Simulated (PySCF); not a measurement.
As₂, SMILES [As]#[As].

Geometry optimised at PBE-D3(BJ)/def2-TZVP.

Calculation: HF/def2-TZVPD (PySCF).

The total energy comes out as -4468.40749 hartree. The point group comes out as D∞h and the highest occupied level comes out as -9.20 eV. The lowest empty level comes out as 0.13 eV. The orbital gap is 9.33 eV, the dipole moment is 0.00 D and the quadrupole, principal values (traceless, Buckingham form, about the centre of nuclear charge) is -0.87, -0.87, 1.75 D·Å. The mean static polarisability is 62.9 bohr³ (9.32 Å³) and the polarisability, principal values comes out as 48.6, 48.6, 91.6 bohr³.
